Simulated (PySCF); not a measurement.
C₄H₁₂Ge, charge +1, doublet, geometry from GFN2-xTB (a state made from the parent by changing its charge; the spin is typed, not shown lowest); PySCF with BLYP/STO-3G.

Here is a job for PySCF.
```python
from pyscf import gto, scf, dft

mol = gto.Mole()
mol.atom = '''
    Ge    0.47591856    1.09788109    0.13075048
    C    -0.40539331   -0.93518868   -0.11137487
    C    -0.54460362   -1.38233084    1.30899685
    C     0.64518900   -1.63323048   -0.91498293
    C    -1.68278269   -0.63435836   -0.82869555
    H     1.76686455    0.83459578    0.85108805
    H     0.63088352    1.58112379   -1.28247607
    H    -0.55661140    1.83153890    0.93720880
    H    -0.97589732   -2.38876453    1.32358796
    H     0.41770070   -1.44840942    1.81808874
    H    -1.22178465   -0.74494888    1.87885705
    H     1.59663677   -1.69701966   -0.38559780
    H     0.79506865   -1.17025642   -1.89107804
    H     0.32244988   -2.66255580   -1.10330381
    H    -1.51166089   -0.18049875   -1.80557800
    H    -2.34957812   -0.00380146   -0.23932946
    H    -2.21792183   -1.57254836   -1.00914371
'''
mol.basis = 'sto-3g'
mol.charge = 1
mol.spin = 1
mol.verbose = 4
mol.build()

mf = dft.UKS(mol)
mf.xc = 'blyp'
mf.kernel()
```

What the program printed (banner, timings and long lists left out):

```
PySCF version 2.14.0

[INPUT] verbose = 4
[INPUT] num. atoms = 17
[INPUT] num. electrons = 67
[INPUT] charge = 1
[INPUT] spin (= nelec alpha-beta = 2S) = 1
[INPUT] symmetry False subgroup None
[INPUT] Mole.unit = angstrom
[INPUT] Symbol           X                Y                Z      unit          X                Y                Z       unit  Magmom
[INPUT]  1 Ge     0.475918560000   1.097881090000   0.130750480000 AA    0.899355735997   2.074694577439   0.247082597855 Bohr   0.0
[INPUT]  2 C     -0.405393310000  -0.935188680000  -0.111374870000 AA   -0.766082328631  -1.767250479994  -0.210468001459 Bohr   0.0
[INPUT]  3 C     -0.544603620000  -1.382330840000   1.308996850000 AA   -1.029151688247  -2.612226701140   2.473645544418 Bohr   0.0
[INPUT]  4 C      0.645189000000  -1.633230480000  -0.914982930000 AA    1.219230508582  -3.086358305492  -1.729067146352 Bohr   0.0
[INPUT]  5 C     -1.682782690000  -0.634358360000  -0.828695550000 AA   -3.179998411259  -1.198763565228  -1.566007630146 Bohr   0.0
[INPUT]  6 H      1.766864550000   0.834595780000   0.851088050000 AA    3.338890098703   1.577157448918   1.608323322390 Bohr   0.0
[INPUT]  7 H      0.630883520000   1.581123790000  -1.282476070000 AA    1.192197069302   2.987890932134  -2.423528533609 Bohr   0.0
[INPUT]  8 H     -0.556611400000   1.831538900000   0.937208800000 AA   -1.051843103811   3.461106907487   1.771067953532 Bohr   0.0
[INPUT]  9 H     -0.975897320000  -2.388764530000   1.323587960000 AA   -1.844178660497  -4.514110737775   2.501218746172 Bohr   0.0
[INPUT] 10 H      0.417700700000  -1.448409420000   1.818088740000 AA    0.789339925039  -2.737097120040   3.435689788756 Bohr   0.0
[INPUT] 11 H     -1.221784650000  -0.744948880000   1.878857050000 AA   -2.308838371698  -1.407749360001   3.550525251708 Bohr   0.0
[INPUT] 12 H      1.596636770000  -1.697019660000  -0.385597800000 AA    3.017206215710  -3.206902385403  -0.728674236235 Bohr   0.0
[INPUT] 13 H      0.795068650000  -1.170256420000  -1.891078040000 AA    1.502461998728  -2.211464129314  -3.573619575779 Bohr   0.0
[INPUT] 14 H      0.322449880000  -2.662555800000  -1.103303810000 AA    0.609341962099  -5.031501253372  -2.084942033089 Bohr   0.0
[INPUT] 15 H     -1.511660890000  -0.180498750000  -1.805578000000 AA   -2.856625075316  -0.341093203326  -3.412047916540 Bohr   0.0
[INPUT] 16 H     -2.349578120000  -0.003801460000  -0.239329460000 AA   -4.440059155070  -0.007183718273  -0.452267132940 Bohr   0.0
[INPUT] 17 H     -2.217921830000  -1.572548360000  -1.009143710000 AA   -4.191264824394  -2.971685718034  -1.907005232228 Bohr   0.0

nuclear repulsion = 371.661937471776
number of shells = 32
number of NR pGTOs = 150
number of NR cGTOs = 50
basis = sto-3g
ecp = {}

******** <class 'pyscf.dft.uks.UKS'> ********
method = UKS
initial guess = minao
damping factor = 0
level_shift factor = 0
DIIS = <class 'pyscf.scf.diis.CDIIS'>
diis_start_cycle = 1
diis_space = 8
diis_damp = 0
SCF conv_tol = 1e-09
SCF conv_tol_grad = None
SCF max_cycles = 50
direct_scf = True
direct_scf_tol = 1e-13
number electrons alpha = 34  beta = 33
XC library pyscf.dft.libxc version 7.1.2
    S. Lehtola, C. Steigemann, M. J. T. Oliveira, and M. A. L. Marques,  SoftwareX 7, 1–5 (2018)
XC functionals = blyp
    A. D. Becke,  Phys. Rev. A 38, 3098 (1988)
    C. Lee, W. Yang, and R. G. Parr,  Phys. Rev. B 37, 785 (1988)
    B. Miehlich, A. Savin, H. Stoll, and H. Preuss,  Chem. Phys. Lett. 157, 200 (1989)
radial grids:
    Treutler-Ahlrichs [JCP 102, 346 (1995); DOI:10.1063/1.469408] (M4) radial grids

becke partition: Becke, JCP 88, 2547 (1988); DOI:10.1063/1.454033
pruning grids: <function nwchem_prune>
grids dens level: 3
symmetrized grids: False
atomic radii adjust function: <function treutler_atomic_radii_adjust>
small_rho_cutoff = 0
Set gradient conv threshold to 3.16228e-05
tot grids = 194808
init E= -2208.33571305969

cycle= 1 E= -2210.24557551204  delta_E= -1.91  |g|= 0.289  |ddm|=  3.3

cycle= 2 E= -2208.80725363186  delta_E= 1.44  |g|= 1.61  |ddm|= 2.16
cycle= 3 E= -2210.05234279632  delta_E= -1.25  |g|= 0.544  |ddm|= 1.86
cycle= 4 E= -2210.32781883501  delta_E= -0.275  |g|= 0.0852  |ddm|= 1.11
cycle= 5 E= -2210.33203808426  delta_E= -0.00422  |g|= 0.0463  |ddm|= 0.241
cycle= 6 E= -2210.33381121855  delta_E= -0.00177  |g|= 0.00907  |ddm|= 0.103
cycle= 7 E= -2210.33388842466  delta_E= -7.72e-05  |g|= 0.00233  |ddm|= 0.0171
cycle= 8 E= -2210.3338934841  delta_E= -5.06e-06  |g|= 0.00078  |ddm|= 0.00596
cycle= 9 E= -2210.33389392759  delta_E= -4.43e-07  |g|= 0.000273  |ddm|= 0.00156
cycle= 10 E= -2210.33389398394  delta_E= -5.63e-08  |g|= 4.1e-05  |ddm|= 0.00045
cycle= 11 E= -2210.33389398504  delta_E= -1.1e-09  |g|= 3.08e-05  |ddm|= 0.000114
cycle= 12 E= -2210.33389398577  delta_E= -7.37e-10  |g|= 4.15e-06  |ddm|= 5.74e-05
Extra cycle  E= -2210.33389398575  delta_E= 2.05e-11  |g|= 5.41e-06  |ddm|= 1.78e-05
converged SCF energy = -2210.33389398575  <S^2> = 0.75086072  2S+1 = 2.0008605
```
